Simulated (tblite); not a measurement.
Compound: C6H4NOS (doublet state).
Numbering: `[CH2:1][C:2]1=[CH:3][O:4][C:5](=[S:6])[C@@H:7]1[C:8]#[N:9]` (hydrogens: H10, H11 on C1; H12 on C3; H13 on C7)

Geometry (GFN2-xTB, Å), atoms numbered from 1 in this order:
```
atom  x, y, z in Å
C1     1.7178   -0.3211   -0.9343
C2     0.7038    0.1653   -0.1794
C3     0.7665    0.9967    0.9441
O4    -0.4413    1.2853    1.4489
C5    -1.4101    0.6987    0.7360
S6    -2.9897    0.8900    1.0625
C7    -0.7764   -0.1181   -0.3821
C8    -1.0627   -1.5276   -0.2249
N9    -1.2516   -2.6445   -0.0878
H10    1.5318   -0.9691   -1.7704
H11    2.7377   -0.0768   -0.7033
H12    1.6188    1.4228    1.4354
H13   -1.1490    0.1989   -1.3624
```

All values are computed: GFN2-xTB (tblite) harmonic vibrations without scaling, gas phase. This tight-binding method is rough: wavenumbers can miss measured ones by several per cent, in bad cases by 10 to 20. One conformer, not necessarily the lowest. Open shells enter through the occupations alone, without spin polarisation, and single modes of such species can be off by tens of per cent.

Harmonic wavenumbers (cm⁻¹): 66.9, 102.1, 155.1, 231.4, 276.5, 361.9, 403.8, 461.6, 471.6, 546.4, 579.7, 603.1, 658.5, 700.8, 795.3, 840.9, 901.7, 954.2, 1026.7, 1070.3, 1098.7, 1149.2, 1173.8, 1223.7, 1242.2, 1319.7, 1392.5, 1545.9, 2409.8, 2927.9, 3132.7, 3168.8, 3171.3.

A = 2093, B = 1294, C = 869.2 MHz; mass 138.001 u (most abundant isotopes); point group C1, symmetry number 1; spin multiplicity 2.

What is the zero-point energy?

Half the sum of the wavenumbers: 18082 cm⁻¹ = 216.31 kJ/mol.

What is S at 400 K and 1 bar for an ideal gas of classical rigid rotors and harmonic oscillators?

Translation 176.42, rotation 126.27, vibration 119.91, spin (R ln 2) 5.76: S = 428.4 J/(mol K).

And Cp and H(400 K) − H(0)?

Cp = 165.43 J/(mol K), of which vibrations give 132.18 (their classical limit is 33 R = 274.4); H(400 K) − H(0) = 39.61 kJ/mol without the zero-point energy, 26.31 from vibrations.

Which modes carry the vibrational entropy at 400 K?

66.9 cm⁻¹: 20.18; 102.1 cm⁻¹: 16.69; 155.1 cm⁻¹: 13.27; 231.4 cm⁻¹: 10.08; 276.5 cm⁻¹: 8.69; 361.9 cm⁻¹: 6.69 J/(mol K); the other 27 give 44.31 together.

How do the functions run with temperature in this model?

| T (K) | S (J/(mol K)) | Cp (J/(mol K)) | H − H(0) (kJ/mol) | G − H(0) (kJ/mol) | ln q(vib) |
| --- | --- | --- | --- | --- | --- |
| 50 | 245.8 | 46.3 | 1.89 | -10.40 | 0.23 |
| 100 | 283.1 | 63.2 | 4.63 | -23.68 | 0.92 |
| 298.15 | 384.3 | 134.6 | 24.27 | -90.31 | 4.51 |
| 373.15 | 417.1 | 158.0 | 35.27 | -120.38 | 5.98 |
| 500 | 467.9 | 189.1 | 57.39 | -176.57 | 8.48 |
| 750 | 552.7 | 227.8 | 109.97 | -304.54 | 13.22 |
| 1000 | 621.6 | 250.6 | 169.99 | -451.60 | 17.55 |

q(vib) and H(0) count from the zero-point level.

What must be added to the electronic energy to get the Gibbs energy at 400 K and 1 bar?

ZPE + [H(400 K) − H(0)] − T·S = 216.31 + 39.61 − 171.34 = 84.58 kJ/mol.

Hindered rotation and anharmonicity are outside this model. Other conformers, if any are populated, would add a mixing term that is left out. The structure is chiral; the term R ln 2 for an equal mix with its mirror image is left out.
